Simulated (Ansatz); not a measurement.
Consider the formal exchange of groups at the Se–Si bond: `[SeH][SiH]1BS1` + `N[SiH3]` → `N[SiH2][SeH]` + `B1[SiH2]S1`.

Computed with Ansatz on PBE0-D4/def2-TZVP structures; ΔE is electronic, products minus reactants. CBS: MP2 limit from def2 TZ/QZ plus the TZ coupled-cluster correction, frozen cores. This one scheme is used for every species. DFT in def2-TZVPP. B3LYP here is the variant with VWN-RPA as its local correlation; programs differ in this. HSE06 is defined as in plane-wave codes. For Se outer-core shells are correlated without core-valence functions, which leaves a few kJ/mol of doubt a bond. Scalar relativity is left out up to krypton. Each species was taken in one conformer, which may not be the lowest.

`[SeH][SiH]1BS1`:

Z-matrix (Å, degrees):
```
Si
B 1 1.926
S 1 2.172 2 50.6
Se 1 2.262 2 122.9 3 102.0
H 1 1.479 2 125.2 3 -91.7
H 2 1.184 1 154.9 3 -178.3
H 4 1.470 1 93.1 2 -158.9
```

`N[SiH3]`:

Z-matrix (Å, degrees):
```
Si
N 1 1.720
H 1 1.486 2 107.9
H 1 1.494 2 116.0 3 -120.3
H 1 1.486 2 107.9 3 119.4
H 2 1.007 1 119.6 3 -168.6
H 2 1.007 1 119.6 3 49.2
```

`N[SiH2][SeH]`:

Z-matrix (Å, degrees):
```
Si
Se 1 2.293
N 1 1.711 2 117.9
H 1 1.482 2 101.7 3 -119.9
H 1 1.482 2 109.2 3 121.1
H 2 1.469 1 93.5 3 -67.4
H 3 1.008 1 119.2 2 85.2
H 3 1.008 1 120.2 2 -57.6
```

`B1[SiH2]S1`:

Cartesian coordinates in Å:
```
B 0.686 0.921 -0.202
Si -0.405 -0.557 0.395
S 0.024 0.111 -1.623
H 1.397 1.858 -0.061
H 0.128 -1.904 0.709
H -1.830 -0.429 0.782
```

```json
{"level": "LDA (SPW92)", "ΔE (kcal/mol)": "-1.9", "difference from CCSD(T)/CBS": "-0.4"}
{"level": "PBE-D4", "ΔE (kcal/mol)": "-1.3", "difference from CCSD(T)/CBS": "0.2"}
{"level": "revPBE-D4", "ΔE (kcal/mol)": "-1.1", "difference from CCSD(T)/CBS": "0.4"}
{"level": "BLYP-D4", "ΔE (kcal/mol)": "-1.1", "difference from CCSD(T)/CBS": "0.4"}
{"level": "r2SCAN-D4", "ΔE (kcal/mol)": "-1.6", "difference from CCSD(T)/CBS": "-0.1"}
{"level": "B97M-V", "ΔE (kcal/mol)": "-1.4", "difference from CCSD(T)/CBS": "0.1"}
{"level": "PBE0-D4", "ΔE (kcal/mol)": "-1.4", "difference from CCSD(T)/CBS": "0.1"}
{"level": "B3LYP-D4", "ΔE (kcal/mol)": "-1.2", "difference from CCSD(T)/CBS": "0.3"}
{"level": "r2SCANh-D4", "ΔE (kcal/mol)": "-1.6", "difference from CCSD(T)/CBS": "-0.1"}
{"level": "BHLYP-D4", "ΔE (kcal/mol)": "-1.3", "difference from CCSD(T)/CBS": "0.2"}
{"level": "CAM-B3LYP-D4", "ΔE (kcal/mol)": "-1.6", "difference from CCSD(T)/CBS": "-0.1"}
{"level": "ωB97X-V", "ΔE (kcal/mol)": "-1.7", "difference from CCSD(T)/CBS": "-0.2"}
{"level": "ωB97M-V", "ΔE (kcal/mol)": "-1.7", "difference from CCSD(T)/CBS": "-0.2"}
{"level": "B2PLYP", "ΔE (kcal/mol)": "-1.4", "difference from CCSD(T)/CBS": "0.1"}
{"level": "PBE-QIDH", "ΔE (kcal/mol)": "-1.4", "difference from CCSD(T)/CBS": "0.1"}
{"level": "PBE", "ΔE (kcal/mol)": "-1.6", "difference from CCSD(T)/CBS": "-0.1"}
{"level": "revPBE", "ΔE (kcal/mol)": "-1.5", "difference from CCSD(T)/CBS": "0.0"}
{"level": "BLYP", "ΔE (kcal/mol)": "-1.6", "difference from CCSD(T)/CBS": "-0.1"}
{"level": "r2SCAN", "ΔE (kcal/mol)": "-1.7", "difference from CCSD(T)/CBS": "-0.2"}
{"level": "PBE0", "ΔE (kcal/mol)": "-1.7", "difference from CCSD(T)/CBS": "-0.2"}
{"level": "B3LYP", "ΔE (kcal/mol)": "-1.7", "difference from CCSD(T)/CBS": "-0.2"}
{"level": "r2SCANh", "ΔE (kcal/mol)": "-1.7", "difference from CCSD(T)/CBS": "-0.2"}
{"level": "r2SCAN0", "ΔE (kcal/mol)": "-1.7", "difference from CCSD(T)/CBS": "-0.2"}
{"level": "HSE06", "ΔE (kcal/mol)": "-1.7", "difference from CCSD(T)/CBS": "-0.2"}
{"level": "CAM-B3LYP", "ΔE (kcal/mol)": "-1.9", "difference from CCSD(T)/CBS": "-0.4"}
{"level": "LC-ωPBE", "ΔE (kcal/mol)": "-1.8", "difference from CCSD(T)/CBS": "-0.3"}
{"level": "RPA@PBE/def2-TZVPP", "ΔE (kcal/mol)": "-1.0", "difference from CCSD(T)/CBS": "0.5"}
{"level": "HF/def2-SVP", "ΔE (kcal/mol)": "-2.2", "difference from CCSD(T)/CBS": "-0.7"}
{"level": "CCSD/def2-SVP", "ΔE (kcal/mol)": "-1.5", "difference from CCSD(T)/CBS": "0.0"}
{"level": "CCSD(T)/def2-SVP", "ΔE (kcal/mol)": "-1.3", "difference from CCSD(T)/CBS": "0.2"}
{"level": "HF/def2-TZVPP", "ΔE (kcal/mol)": "-2.1", "difference from CCSD(T)/CBS": "-0.6"}
{"level": "MP2/def2-TZVPP", "ΔE (kcal/mol)": "-0.7", "difference from CCSD(T)/CBS": "0.8"}
{"level": "SCS-MP2/def2-TZVPP", "ΔE (kcal/mol)": "-0.9", "difference from CCSD(T)/CBS": "0.6"}
{"level": "CCSD/def2-TZVPP", "ΔE (kcal/mol)": "-1.5", "difference from CCSD(T)/CBS": "0.0"}
{"level": "CCSD(T)/def2-TZVPP", "ΔE (kcal/mol)": "-1.3", "difference from CCSD(T)/CBS": "0.2"}
{"level": "HF/def2-QZVPP", "ΔE (kcal/mol)": "-2.1", "difference from CCSD(T)/CBS": "-0.6"}
{"level": "MP2/def2-QZVPP", "ΔE (kcal/mol)": "-0.9", "difference from CCSD(T)/CBS": "0.6"}
{"level": "SCS-MP2/def2-QZVPP", "ΔE (kcal/mol)": "-1.0", "difference from CCSD(T)/CBS": "0.5"}
{"level": "MP2/CBS(def2)", "ΔE (kcal/mol)": "-1.0", "difference from CCSD(T)/CBS": "0.5"}
{"level": "CCSD/CBS(def2)", "ΔE (kcal/mol)": "-1.7", "difference from CCSD(T)/CBS": "-0.2"}
{"level": "CCSD(T)/CBS", "ΔE (kcal/mol)": "-1.5", "difference from CCSD(T)/CBS": "0"}
```

(1) What do rigid-rotor, harmonic-oscillator terms from PBE0-D4/def2-TZVP frequencies (298.15 K, 1 bar) make of the CCSD(T)/CBS value? (Estimate.)

Largest T1 diagnostic among the species: 0.017.

Results:

(1) Computed: ΔZPE = +0.3 kcal/mol, ΔH = -1.5 kcal/mol, ΔS = -2 J/(mol·K), ΔG = -1.3 kcal/mol.

In def2-TZVPP, CCSD(T) changes the Hartree–Fock value by +0.8 kcal/mol (the triples alone add +0.3 kcal/mol) and MP2 by +1.3 kcal/mol. Leaving LDA and LC-ωPBE aside and taking each functional with its dispersion term where it has one, the values spread over 0.7 kcal/mol, from ωB97M-V to revPBE-D4.
